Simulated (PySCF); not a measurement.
**Excitation energy of Al by level of theory**

Al [Ne] 3s2 3p1 (2P) → Al [Ne] 3s1 3p1 3d1 (high-spin determinant), as a difference of total energies. All numbers are calculated (PySCF 2.14, no relativity, point nucleus, in aug-cc-pwCVTZ (8s7p5d3f, 75 functions)). Correlated levels: valence and next inner shell: 1s2 frozen. The calculations carry no spin-orbit coupling.

| method | excitation energy (eV) |
| --- | --- |
| UHF | 7.669 |
| MP2 (valence and next inner shell) | 8.626 |
| SCS-MP2 (valence and next inner shell) | 8.861 |
| CCSD (valence and next inner shell) | 8.713 |
| CCSD(T) (valence and next inner shell) | 8.682 |

Question: How much does correlation contribute at CCSD(T) (valence and next inner shell)?

Answer: 8.682 − (7.669) = 1.013 eV, measured against UHF.

The upper state lies above the first ionisation limit, but in LS coupling its spin forbids autoionisation to the ground ion.

The promoted electron is Rydberg-like, and one or two diffuse shells describe it only roughly, which tends to raise the upper state.

The coupled-cluster amplitudes are large for the upper state (T1 above 0.03 or a double amplitude above 0.15), so a single reference is strained.

The determinant of the upper state mixes LS terms, which raises its energy above the lowest term, most at the Hartree-Fock and MP2 levels.
